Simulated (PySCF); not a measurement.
Compound: C6H10OS.
Numbering: `[O:1]=[S@:2]1[C@H:3]2[CH2:4][CH2:5][C@@H:6]1[CH2:7][CH2:8]2` (hydrogens: H9 on C3; H10, H11 on C4; H12, H13 on C5; H14 on C6; H15, H16 on C7; H17, H18 on C8)

The same species was optimised twice, with GFN2-xTB and with PBE0-D3(BJ)/def2-SVP (PySCF), and the same property calculations (PySCF, gas phase) were run on both structures.

```csv
coordinate,GFN2-xTB,PBE0-D3(BJ)/def2-SVP,change
O1=S2 (Å),1.461,1.503,+0.042
C7–C8 (Å),1.543,1.554,+0.011
C4–C5 (Å),1.541,1.550,+0.009
S2–C6 (Å),1.856,1.864,+0.008
S2–C3 (Å),1.856,1.864,+0.008
C3–C4 (Å),1.519,1.525,+0.006
C5–C6 (Å),1.519,1.525,+0.006
C3–C8 (Å),1.520,1.524,+0.004
C6–C7 (Å),1.519,1.524,+0.005
S2–C6–C5 (°),102.6,101.6,-1.0
S2–C3–C4 (°),102.6,101.6,-1.0
S2–C6–C7 (°),101.0,102.0,+1.0
S2–C3–C8 (°),101.0,101.9,+0.9
O1–S2–C6 (°),108.7,108.5,-0.2
O1–S2–C3 (°),108.8,108.5,-0.3
C5–C6–C7 (°),111.3,111.5,+0.2
C4–C3–C8 (°),111.3,111.5,+0.2
```

Rotational constants: A = 2718, B = 1886, C = 1758 MHz (GFN2-xTB) against A = 2709, B = 1850, C = 1736 MHz (PBE0-D3(BJ)/def2-SVP). Point groups within 0.08 Å: Cs and Cs.

On the GFN2-xTB structure: lowest singlet, TDDFT (eV) 5.69 [B3LYP/def2-SVPD]; lowest triplet, Tamm–Dancoff (eV) 4.98 [B3LYP/def2-SVPD]; isotropic polarisability (au) 87.0 [B3LYP/def2-SVPD]; HOMO (eV) -6.49 [B3LYP/def2-SVPD]; LUMO (eV) 0.14 [B3LYP/def2-SVPD]; dipole (D) 4.24 [B3LYP/def2-SVPD]; HOMO (eV) -6.62 [PBE0/pcSseg-1]; LUMO (eV) 0.83 [PBE0/pcSseg-1]; dipole (D) 4.05 [PBE0/pcSseg-1]; GIAO shielding of O1 (ppm) 286.0 [PBE0/pcSseg-1]; GIAO shielding of S2 (ppm) 160.1 [PBE0/pcSseg-1]; GIAO shielding of C3/C6 (mean) (ppm) 120.3 [PBE0/pcSseg-1]; GIAO shielding of C4/C5 (mean) (ppm) 158.8 [PBE0/pcSseg-1]; GIAO shielding of C7/C8 (mean) (ppm) 162.4 [PBE0/pcSseg-1].

**Question.** What do these properties become on the PBE0-D3(BJ)/def2-SVP structure?

**Answer.** 
```
                                    property            level  on GFN2-xTB  on PBE0-D3(BJ)/def2-SVP  change
                  lowest singlet, TDDFT (eV)  B3LYP/def2-SVPD         5.69                     5.57   -0.12
           lowest triplet, Tamm–Dancoff (eV)  B3LYP/def2-SVPD         4.98                     4.89   -0.09
               isotropic polarisability (au)  B3LYP/def2-SVPD         87.0                     88.7    +1.7
                                   HOMO (eV)  B3LYP/def2-SVPD        -6.49                    -6.48   +0.01
                                   LUMO (eV)  B3LYP/def2-SVPD         0.14                     0.10   -0.04
                                  dipole (D)  B3LYP/def2-SVPD         4.24                     4.46   +0.22
energy, GFN2-xTB geometry as zero (kcal/mol)  B3LYP/def2-SVPD          0.0                     -3.0    -3.0
                                   HOMO (eV)    PBE0/pcSseg-1        -6.62                    -6.60   +0.02
                                   LUMO (eV)    PBE0/pcSseg-1         0.83                     0.70   -0.13
                                  dipole (D)    PBE0/pcSseg-1         4.05                     4.27   +0.22
energy, GFN2-xTB geometry as zero (kcal/mol)    PBE0/pcSseg-1          0.0                     -1.9    -1.9
                  GIAO shielding of O1 (ppm)    PBE0/pcSseg-1        286.0                    267.3   -18.7
                  GIAO shielding of S2 (ppm)    PBE0/pcSseg-1        160.1                    146.5   -13.6
        GIAO shielding of C3/C6 (mean) (ppm)    PBE0/pcSseg-1        120.3                    118.2    -2.1
        GIAO shielding of C4/C5 (mean) (ppm)    PBE0/pcSseg-1        158.8                    156.5    -2.3
        GIAO shielding of C7/C8 (mean) (ppm)    PBE0/pcSseg-1        162.4                    159.7    -2.7
```

The heavy atoms differ by 0.024 Å rms after alignment. Among bonds between heavy atoms O1=S2 changes most (+0.042 Å). Changes are differences of the printed values. Neither structure is proved a minimum here.
